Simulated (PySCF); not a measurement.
# NMR data sheet: C5H12O2Si2

- Formula: C5H12O2Si2
- SMILES: C[SiH](C)/C=C/C(=O)O[SiH3]
- InChI: InChI=1S/C5H12O2Si2/c1-9(2)4-3-5(6)7-8/h3-4,9H,1-2,8H3/b4-3+
- Point group of the computed structure: Cs
- Degrees of unsaturation: 2
- Carbon signals: 4
- Proton signals: 5

Numbering as in the mapped SMILES `[CH3:1][SiH:2]([CH3:3])/[CH:4]=[CH:5]/[C:6](=[O:7])[O:8][SiH3:9]`; H(Xn) means a hydrogen on atom n.

PySCF 2.14 calculation with shieldings: GIAO PBE0/pcSseg-1 and GFN2-xTB geometry; fast rotation and ring inversion assumed for equivalent nuclei, a single conformation, isolated molecule, non-relativistic.

Shifts are taken against calculated references (same method and geometry level): ¹H (σ = 31.72 ppm), ¹³C (σ = 186.93 ppm), ²⁹Si (σ = 349.16 ppm) vs TMS; H2O for ¹⁷O (σ = 336.08 ppm).

| carbon | δC, type | δH (multiplicity) | HMBC from (2–3 bonds) | span of the C tensor (ppm) |
| --- | --- | --- | --- | --- |
| C1/C3 | -2.6, CH3 | 0.26 (d) | H(C4), H(Si2), H(C1)/H(C3) | 7 |
| C4 | 163.0, CH | 8.01 (m) | H(C5), H(Si2), H(C1)/H(C3) | 280 |
| C5 | 142.4, CH | 6.57 (d) | H(C4), H(Si2) | 203 |
| C6 | 171.5, C | – | H(C4), H(C5), H(Si9) | 152 |

Other nuclei:
```tsv
atoms	nucleus	environment	δ (ppm)	σ (ppm)
H(Si9)	¹H	hydrogen on a silicon bonded to O	4.84	26.88
H(Si2)	¹H	hydrogen on a silicon bonded to 3 C	4.63	27.08
Si2	²⁹Si	silicon bonded to 3 C, H	-18.5	367.6
Si9	²⁹Si	silicon bonded to O, 3 H	-41.0	390.1
O7	¹⁷O	carbonyl oxygen	424.6	-88.6
O8	¹⁷O	oxygen bonded to C, Si	185.5	150.6
```

Carbon types of the structure: 1 × C, 2 × CH, 2 × CH3, leaving 4 H on heteroatoms. δC 171.5: carbonyl carbon. δC 163.0: β carbon of a C=C–C=O unit; conjugation with the carbonyl draws π density from the β position. δC 142.4: α carbon of a C=C–C=O unit; the olefinic region. δC -2.6: methyl carbon bonded to Si; an electropositive neighbour leaves it electron-rich and shielded. δH 0.26: hydrogen on a methyl carbon bonded to Si; an electropositive neighbour shields it, as in TMS itself.

Shifts are as computed. Against solution values, carbons near 30 ppm lie about +3 ppm off and those near 130 ppm about +5 ppm. Of 1211 compounds with measured shifts, 218 miss one by over three times the rms of a fit or turn the order of signals round; such compounds aren't used in these exercises. Unscaled 17O shifts of doubly bonded oxygen tend to come out too high, by tens of ppm or more. Experimental scales use liquid or dissolved standards, which lie at an offset from isolated H2O (liquid H2O: subtract about 36 ppm). Multiplicities follow the n + 1 count of equivalent neighbours, as no J values were calculated; m marks all less simple cases, F and P coupling included.
